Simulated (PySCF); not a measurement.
**Two-photon absorption: `C=Cc1c(C=O)c1=O`, C6H4O2**

Cartesian coordinates in Å; atom numbers follow the order of the lines, from 1:
```xyz
12

C     2.4315   -0.0288    0.3755
C     1.2484   -0.5434    0.0045
C     0.0436    0.2326    0.0903
C    -1.3007    0.2428   -0.1176
C    -2.3877   -0.6357   -0.5935
O    -2.1835   -1.7714   -0.9392
C    -0.6970    1.4371    0.3875
O    -0.7412    2.5718    0.7713
H     2.5026    0.9960    0.7514
H     3.3517   -0.6149    0.3131
H     1.1587   -1.5666   -0.3734
H    -3.4059   -0.1836   -0.6124
```

The calculation used TDDFT CAM-B3LYP/aug-cc-pVDZ excited states, vertical, gas phase (PySCF). Geometry: PBE0-D3(BJ)/def2-SVP.

Q: Give the one- and two-photon strengths of the lowest singlets.

A: δ for parallel linear polarisation; σ at the peak of a Lorentzian of half width 0.1 eV, single beam; Ω is circular over linear.
```csv
state,E (eV),f,photon λ (nm),δ (au),σ (GM),Ω,main
S1,2.82,0.001,879,0.49,0.00,1.49,HOMO→LUMO 0.87
S2,3.98,0.000,624,2.67,0.01,1.49,"HOMO−2→LUMO 0.72, HOMO→LUMO 0.10"
S3,4.71,0.000,526,8.88,0.07,1.49,HOMO→LUMO+1 0.78
S4,4.75,0.400,522,321,2.65,0.75,HOMO−1→LUMO 0.97
S5,6.08,0.000,408,1.26,0.02,1.02,HOMO−4→LUMO 0.88
S6,6.18,0.002,401,12,0.17,0.54,"HOMO→LUMO+2 0.48, HOMO→LUMO+3 0.26"
```

Among these, the strongest one-photon state is S4, the strongest two-photon state S4, with a dipole change of 3.0 D (relaxed, norm of the difference vector).
